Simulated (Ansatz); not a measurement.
Relaxation of AlBH$_{8}$N$_{2}$O$_{2}$ (14 atoms, charge 0, multiplicity 1), to a largest force component of 0.03 eV/Å in at most 50 steps.

Computed with RHF/def2-SVP in Ansatz 0.2.0.

```xyz
14
Properties=species:S:1:pos:R:3
B 0.083 0.032 0.151
N 0.049 -0.628 1.476
H -0.807 -0.898 1.917
H 0.839 -1.139 1.813
N 1.237 0.219 -0.608
H 2.153 0.116 -0.224
H 1.214 0.763 -1.447
O -1.154 0.466 -0.403
H -1.882 -0.129 -0.271
O -0.303 2.311 1.384
Al -1.610 2.336 0.250
H -3.092 1.979 0.733
H -1.410 3.318 -0.975
H -0.142 1.572 1.985
```

**Question.** Where does it end, and by what steps?

**Answer.** The forces met the threshold. After 18 steps the energy has fallen by 0.408 eV; H14 moved furthest, 2.05 Å.

```
step  energy less start (eV)  largest force component (eV/Å)  accepted
   0                  0.0000                           1.898       yes
   1                 -0.1661                           1.014       yes
   2                 -0.2436                           0.361       yes
   3                 -0.2727                           0.344       yes
   4                 -0.2914                           1.150       yes
   5                 -0.3358                           0.205       yes
   6                 -0.3557                           0.150       yes
   7                 -0.3609                           0.949       yes
   8                 -0.3671                           0.983       yes
   9                 -0.3877                           0.314       yes
  10                 -0.3957                           0.111       yes
  11                 -0.3985                           0.153       yes
  12                 -0.4014                           0.171       yes
  13                 -0.4051                           0.086       yes
  14                 -0.4064                           0.103       yes
  15                 -0.4074                           0.124       yes
  16                 -0.4078                           0.081       yes
  17                 -0.4081                           0.037       yes
  18                 -0.4083                           0.017       yes
```

```xyz
14
Properties=species:S:1:pos:R:3
B 0.135 -0.242 0.259
N 0.231 -1.449 0.984
H -0.413 -1.714 1.699
H 1.055 -2.010 0.973
N 1.142 0.311 -0.537
H 2.080 -0.026 -0.541
H 0.998 1.137 -1.079
O -1.099 0.465 0.310
H -1.843 -0.038 0.609
O -0.685 3.069 1.542
Al -1.487 2.415 0.170
H -3.079 2.279 0.260
H -0.789 2.758 -1.218
H -1.068 3.363 2.349
```

Whether the end is a true minimum wasn't checked by a vibrational analysis.

Run time: 29 s on 4 threads of Arm Neoverse V1, on a shared host, peak memory 0.3 GiB.
